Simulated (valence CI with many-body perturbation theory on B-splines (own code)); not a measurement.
**In¹⁷⁺: electric-dipole lines**

Calculated by valence CI with perturbative core correlation (CI+MBPT): four valence electrons over a frozen Dirac-Fock core [Ar] 3d10, a basis of 11 s, 11 p, 10 d, 8 f, 5 g, 2 h functions for each j, with the one-electron correlation potential Σ1, the two-electron term Σ2, the three-electron term Σ3, Breit, model QED; selected CI, second order for the rest, scaled by the run's own slope (own B-spline code, finite nucleus).

No measured levels were compared; by estimate levels hold to about 250 cm⁻¹ or 0.2 % of their energy and the worst to 1 %, as in measured heavy ions of charge 2 to 7; those with d or f electrons hold less well. Among the levels kept, up to 470 cm⁻¹ of a level comes from second order outside the variational space, and about a tenth of that is noise between levels of different J, which matters for small intervals.

Lines 101 to 150 of 556 in falling wavelength, among levels below 1630600 cm⁻¹, chosen from the strongest by gf and those to the six lowest levels. Wavelengths and rates use the calculated energies, so an error of 1000 cm⁻¹ moves a line at 228.6 Å by 0.23 % and its rate by three times that or more. Electric multipoles are in the length gauge, E1 and E2 with the static RPA response of the core. Weak lines are less certain than strong ones. Lines between different terms over intervals too small for the method are left out, as are lines whose strength nearly cancels. Where a level lies close to another of its J and parity, the split of strength between their lines is uncertain. The highest levels of a list are the least certain.

Names give the largest LS component (configuration and term), which can be under half, so a name can repeat, a term be missing and a line seem to break the LS rules; names also repeat where a configuration has a term twice. Letters in brackets count levels of one name in rising energy.

```tsv
λ vac (Å)	Upper	Lower	A (s⁻¹)	S (a.u.) with core polarisation	S without
228.6	4s4p²4d ³F_3 [b]	4s²4p4d ³P°_2 [a]	6.17e+09	2.55e-01	2.79e-01
228.2	4s4p²4d ³D_2 [b]	4s²4p4d ³P°_2 [a]	5.22e+09	1.53e-01	1.67e-01
228.2	4s4p²4d ³D_3 [e]	4s²4p4d ³P°_2 [b]	8.56e+09	3.51e-01	3.85e-01
227.9	4s4p²4d ³D_3 [b]	4s²4p4d ³F°_3	3.85e+09	1.58e-01	1.72e-01
227.5	4s4p²4d ³D_2 [c]	4s²4p4d ³D°_1	8.99e+09	2.61e-01	2.86e-01
226.7	4s4p²4d ³D_2 [d]	4s²4p4d ³P°_2 [b]	1.22e+10	3.51e-01	3.85e-01
226.3	4p³4d ³F°_3 [b]	4s4p²4d ³G_4	6.66e+09	2.67e-01	2.91e-01
225.7	4s4p²4d ³P_1 [d]	4s²4p4d ¹P°_1	1.16e+10	1.98e-01	2.16e-01
225.5	4s4p³ ³P°_1	4s²4p² ³P_1	1.77e+10	3.00e-01	3.28e-01
225.0	4s4p²4d ³P_1 [b]	4s²4p4d ³P°_2 [a]	1.38e+10	2.32e-01	2.54e-01
225.0	4p³4d ³F°_3 [a]	4s4p²4d ⁵D_4	3.80e+09	1.49e-01	1.63e-01
224.8	4p³4d ⁵D°_3	4s4p²4d ⁵F_3 [a]	5.81e+09	2.28e-01	2.49e-01
223.9	4s4p²4d ³D_3 [e]	4s²4p4d ³D°_3	1.79e+10	6.92e-01	7.58e-01
223.7	4s4p³ ¹P°_1	4s²4p² ¹S_0	1.32e+10	2.18e-01	2.39e-01
222.7	4p³4d ³G°_4	4s4p²4d ⁵F_5	4.43e+09	2.17e-01	2.37e-01
222.2	4s4p³ ¹D°_2 [a]	4s²4p² ³P_1	5.66e+07	1.53e-03	1.66e-03
222.2	4s4p²4d ³D_2 [d]	4s²4p4d ³P°_1	9.50e+09	2.57e-01	2.82e-01
222.0	4s4p²4d ³D_1 [d]	4s²4p4d ³P°_1	1.31e+10	2.12e-01	2.32e-01
221.2	4s4p4d² ³H°_5	4s4p²4d ³F_4 [b]	2.57e+09	1.51e-01	1.67e-01
220.6	4p³4d ³F°_2 [b]	4s4p²4d ⁵F_3 [b]	8.13e+09	2.15e-01	2.35e-01
220.4	4p³4d ¹F°_3 [e]	4s4p²4d ³F_4 [b]	4.65e+09	1.72e-01	1.88e-01
219.8	4p³4d ¹F°_3 [a]	4s4p²4d ³G_4	5.04e+09	1.85e-01	2.02e-01
219.2	4p⁴ ¹D_2	4s4p³ ³D°_3	5.97e+09	1.55e-01	1.69e-01
218.3	4p³4d ³F°_4 [b]	4s4p²4d ³G_5	1.31e+10	6.04e-01	6.59e-01
218.0	4p³4d ⁵D°_4	4s4p²4d ⁵F_3 [a]	5.52e+09	2.54e-01	2.78e-01
217.8	4s4p4d² ⁵G°_3	4s4p²4d ³G_4	7.53e+09	2.69e-01	2.93e-01
217.4	4p³4d ³D°_1 [a]	4s4p²4d ⁵D_2	9.91e+09	1.51e-01	1.65e-01
216.8	4s4p²4d ³F_3 [b]	4s²4p4d ³F°_3	1.83e+10	6.44e-01	7.04e-01
216.7	4p³4d ³F°_4 [a]	4s4p²4d ⁵D_4	4.30e+09	1.94e-01	2.12e-01
216.3	4s²4p4f ³F_2	4s²4p4d ¹P°_1	6.55e+09	1.64e-01	1.80e-01
216.1	4p³4d ¹G°_4	4s4p²4d ⁵F_5	3.94e+09	1.77e-01	1.93e-01
215.8	4s4p²4d ³D_1 [a]	4s²4p4d ³F°_2	2.04e+10	3.04e-01	3.31e-01
215.0	4p³4d ³G°_5	4s4p²4d ⁵F_5	2.77e+09	1.49e-01	1.63e-01
214.6	4s4p²4d ³F_2 [c]	4s²4p4d ³F°_3	7.29e+09	1.78e-01	1.94e-01
214.5	4p³4d ⁵D°_2	4s4p²4d ⁵F_3 [a]	5.74e+09	1.40e-01	1.53e-01
214.2	4s4p²4d ³P_2 [b]	4s²4p4d ³P°_2 [a]	1.37e+10	3.31e-01	3.62e-01
213.9	4p⁴ ³P_1	4s4p³ ³D°_2	1.12e+10	1.62e-01	1.77e-01
213.8	4s4p²4d ³F_4 [c]	4s²4p4d ³F°_4	3.75e+10	1.63e+00	1.78e+00
213.0	4s4p4d² ⁵G°_2	4s4p²4d ³G_3	6.93e+09	1.65e-01	1.80e-01
212.2	4p³4d ³D°_3	4s4p²4d ⁵F_4	6.64e+09	2.19e-01	2.39e-01
212.0	4p³4d ³D°_1 [b]	4s4p²4d ³F_2 [a]	1.43e+10	2.02e-01	2.20e-01
211.8	4s4p²4d ³D_1 [b]	4s²4p4d ³F°_2	1.76e+10	2.47e-01	2.70e-01
211.7	4s4p²4d ³F_3 [c]	4s²4p4d ³F°_3	5.25e+09	1.72e-01	1.88e-01
211.3	4s4p²4d ³P_2 [c]	4s²4p4d ³D°_3	4.07e+10	9.47e-01	1.03e+00
211.2	4s4p²4d ³D_2 [c]	4s²4p4d ³F°_3	3.75e+10	8.71e-01	9.51e-01
211.1	4s4p²4d ¹P_1	4s²4p4d ¹D°_2	3.07e+10	4.28e-01	4.66e-01
211.0	4p³4d ³G°_4	4s4p²4d ⁵F_4	4.21e+09	1.76e-01	1.92e-01
211.0	4s²4p4f ³F_2	4s²4p4d ¹F°_3	1.79e+10	4.16e-01	4.53e-01
210.8	4s²4p4f ³G_4 [a]	4s²4p4d ¹F°_3	4.08e+09	1.70e-01	1.88e-01
210.6	4s4p²4d ¹D_2 [c]	4s²4p4d ¹P°_1	9.22e+09	2.12e-01	2.33e-01
```
